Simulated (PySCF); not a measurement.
Cl$_{2}$Ge, charge +1, doublet, at a GFN2-xTB geometry (a state made from the parent by changing its charge; the spin is typed, not shown lowest). Base run: B3LYP/aug-cc-pVDZ run with PySCF.

PySCF was given this input:
```python
from pyscf import gto, scf, dft

mol = gto.Mole()
mol.atom = '''
    Ge   -0.00024667   -0.00711576    0.53700100
    Cl    1.14203502    1.43906514   -0.48590803
    Cl   -1.14157070   -1.42567077   -0.52491738
'''
mol.basis = 'aug-cc-pvdz'
mol.charge = 1
mol.spin = 1
mol.verbose = 4
mol.build()

mf = dft.UKS(mol)
mf.xc = 'b3lyp'
mf.kernel()
mf.analyze()
```

Variants of this job, named by their change:

```tsv
change	basis functions	E (Eh)	HOMO (eV)
base	90	-2997.17846	-14.51
basis = x2c-SVPall; relativity = spin-free X2C; nucleus = Gaussian (with mol.nucmod = 'G')	68	-3021.14575	-14.56
basis = x2c-TZVPall; relativity = spin-free X2C	122	-3021.87884	-14.52
basis = x2c-TZVPall; relativity = spin-free X2C; nucleus = Gaussian (with mol.nucmod = 'G')	122	-3021.86669	-14.52
basis = cc-pVDZ-DK; relativity = none	63	-2984.63538	-14.48
basis = x2c-SVPall; relativity = none	68	-2987.78874	-14.44
basis = x2c-SVPall; relativity = spin-free X2C	68	-3021.15693	-14.56
basis = cc-pVDZ-DK; relativity = spin-free X2C; nucleus = Gaussian (with mol.nucmod = 'G')	63	-3021.74746	-14.58
basis = x2c-TZVPall; relativity = none	122	-2987.23675	-14.43
basis = cc-pVDZ-DK; relativity = spin-free X2C	63	-3021.76002	-14.58
```

Absolute energies of different levels of theory aren't comparable as measures of quality.

Open shells are given as the SCF converged; they aren't shown to be the lowest states, and a large step between rows can be another state.

Basis sets contracted for a relativistic Hamiltonian are a mismatch without it, so the rows without relativity aren't non-relativistic limits. No row has spin-orbit coupling; sets with core potentials leave out the core electrons.
